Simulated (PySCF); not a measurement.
Species: C7H5ClO.
Numbering: `[O:1]=[C:2]([Cl:3])[c:4]1[cH:5][cH:6][cH:7][cH:8][cH:9]1` (hydrogens: H10 on C5; H11 on C6; H12 on C7; H13 on C8; H14 on C9)

All values: wB97X-D/def2-SVPD (PySCF, non-relativistic), on one gas-phase PBE0-D3(BJ)/def2-SVP geometry that isn't relaxed in the solvent. The solvent is an IEF-PCM continuum (van der Waals radii × 1.2). Only the electrostatic response of the medium enters.

Gas phase at wB97X-D/def2-SVPD: HOMO -9.79 eV, LUMO -0.58 eV, dipole 3.92 D.

Problem. What does the continuum do to the energy, the frontier levels and the dipole at wB97X-D/def2-SVPD in chloroform and dimethylsulfoxide?

Solution. 
| solvent | ε | E(solvent) − E(gas) (kcal/mol) | polarisation term (kcal/mol) | distortion of the solute (kcal/mol) | HOMO (eV) | LUMO (eV) | dipole (D) |
| --- | --- | --- | --- | --- | --- | --- | --- |
| chloroform | 4.711 | -3.27 | -3.72 | 0.45 | -9.62 | -0.54 | 4.82 |
| dimethylsulfoxide | 46.83 | -4.60 | -5.48 | 0.88 | -9.57 | -0.55 | 5.18 |

Polarisation term: ½ Σ q·V over the induced surface charges. Distortion: the rise of the solute's own energy as its density leaves the gas-phase optimum. From chloroform to dimethylsulfoxide the lowering changes by a factor 1.40, Onsager's factor (ε − 1)/(2ε + 1) by 1.36 and ε itself by 9.9.

Problem. Which radius a makes the point-dipole formula ΔE = −[(ε − 1)/(2ε + 1)]·μ²/a³ give the value in dimethylsulfoxide, with the gas-phase dipole?

Solution. μ = 1.541 au and |ΔE| = 0.00732 Eh give a = 2.86 Å; the farthest nucleus lies 3.51 Å from the centroid of the nuclei, so such a sphere wouldn't even hold the nuclei. The formula assumes a rigid point dipole at the centre of a sphere.

Problem. How does the static polarisability (wB97X-D/def2-SVPD, frozen core, with the continuum's full static response) change?

Solution. 
| medium | isotropic (au) | principal values (au) | ⟨r²⟩ of the electrons (bohr²) |
| --- | --- | --- | --- |
| gas | 98.1 | 57.3, 105.4, 131.7 | 1459.6 |
| chloroform | 125.7 | 71.4, 138.1, 167.5 | 1458.9 |
| dimethylsulfoxide | 139.4 | 80.8, 154.5, 182.8 | 1458.5 |

The isotropic value in dimethylsulfoxide is 1.42 times the gas-phase one; no cavity-field correction is applied. ⟨r²⟩ is taken about the centre of nuclear charge.

Hardware: one thread, Intel Xeon Platinum 8259CL at 2.50 GHz (x86_64), no GPU, shared host with 96 logical CPUs at a one-minute load of 56. Cost: 57 s, 1.1 GiB resident at most. This is the whole response run at wB97X-D/def2-SVPD in dimethylsulfoxide, SCF included.

The values belong to the conformer `[O:1]=[C:2]([Cl:3])[c:4]1[cH:5][cH:6][cH:7][cH:8][cH:9]1`: O1–C2–C4–C5 180°.

The pairwise dispersion term of wB97X-D wasn't added to the energies; at a given geometry it leaves orbitals and properties as they are.
